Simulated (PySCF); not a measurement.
**Exercise with solution: oscillator strength and radiative lifetime**

C4H9NSi, SMILES [C@H]1(N[SiH2]C1=C)C.

Coordinates come from a PBE0-D3(BJ)/def2-SVP optimisation. The structure was generated by enumeration; whether it is a known compound was not checked.

TDDFT-PBE/def2-SVPD run with PySCF 2.14.0 puts the first singlet state with f over 0.02 at 6.09 eV (vertical), with the transition dipole (0.358, 0.176, -0.193) in atomic units.

Find the oscillator strength, the wavelength and the radiative lifetime that this transition would have in vacuum if emission retraced absorption.


|μ|² = 0.1964 au, so |μ| = 1.13 D. ΔE = 6.09/27.211 = 0.2238 hartree. f = (2/3) ΔE |μ|² = 0.029 (the program prints 0.029).
λ = 1239.84/6.09 = 204 nm; ν = 49119 cm⁻¹.
Einstein's coefficient A = 0.6670 ν² f s⁻¹ (ν in cm⁻¹) = 4.7e7 s⁻¹, so τ = 1/A = 21 ns. This state is S6; the lower singlets have f = 0.002, 0.004, 0.011, 0.002, 0.003. The figure is the radiative limit of this one transition; relaxation, internal conversion, crossing to triplets and a medium change what is measured.
